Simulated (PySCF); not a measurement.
Computed IR spectrum (relative IR intensity) of a molecule C4H12OSi. Geometry: B3LYP-D3(BJ)/def2-SVP. Other conformers were not sampled. Level of theory: B3LYP-D3(BJ)/def2-SVP in PySCF. Frequencies are harmonic and unscaled.

Lines under 2 % of the strongest are left out, and lines within 2 cm⁻¹ are merged.

```json
[
 {"ν (cm⁻¹)": "522", "relative intensity": "5.5"},
 {"ν (cm⁻¹)": "611", "relative intensity": "13"},
 {"ν (cm⁻¹)": "755", "relative intensity": "6.2"},
 {"ν (cm⁻¹)": "871", "relative intensity": "9.5"},
 {"ν (cm⁻¹)": "927", "relative intensity": "100"},
 {"ν (cm⁻¹)": "950", "relative intensity": "18"},
 {"ν (cm⁻¹)": "954", "relative intensity": "13"},
 {"ν (cm⁻¹)": "974", "relative intensity": "7.6"},
 {"ν (cm⁻¹)": "1074", "relative intensity": "4.0"},
 {"ν (cm⁻¹)": "1129", "relative intensity": "8.3"},
 {"ν (cm⁻¹)": "1170", "relative intensity": "3.4"},
 {"ν (cm⁻¹)": "1178", "relative intensity": "61"},
 {"ν (cm⁻¹)": "1235", "relative intensity": "3.3"},
 {"ν (cm⁻¹)": "1266", "relative intensity": "2.1"},
 {"ν (cm⁻¹)": "1306", "relative intensity": "5.3"},
 {"ν (cm⁻¹)": "1418", "relative intensity": "9.7"},
 {"ν (cm⁻¹)": "1465", "relative intensity": "4.7"},
 {"ν (cm⁻¹)": "1484", "relative intensity": "2.1"},
 {"ν (cm⁻¹)": "2215", "relative intensity": "43"},
 {"ν (cm⁻¹)": "2233", "relative intensity": "27"},
 {"ν (cm⁻¹)": "2236", "relative intensity": "42"},
 {"ν (cm⁻¹)": "2938", "relative intensity": "7.9"},
 {"ν (cm⁻¹)": "2950", "relative intensity": "28"},
 {"ν (cm⁻¹)": "2977", "relative intensity": "28"},
 {"ν (cm⁻¹)": "2984", "relative intensity": "7.9"},
 {"ν (cm⁻¹)": "3029", "relative intensity": "10"},
 {"ν (cm⁻¹)": "3034", "relative intensity": "12"},
 {"ν (cm⁻¹)": "3076", "relative intensity": "6.6"},
 {"ν (cm⁻¹)": "3106", "relative intensity": "14"},
 {"ν (cm⁻¹)": "3130", "relative intensity": "7.8"}
]
```

Q: Pick the molecule that these values belong to.
A) C[SiH](C)CCO
B) CC[C@H](O)C[SiH3]
C) CCCOC[SiH3]
D) CC(C)(C)O[SiH3]

A: C, CCCOC[SiH3]
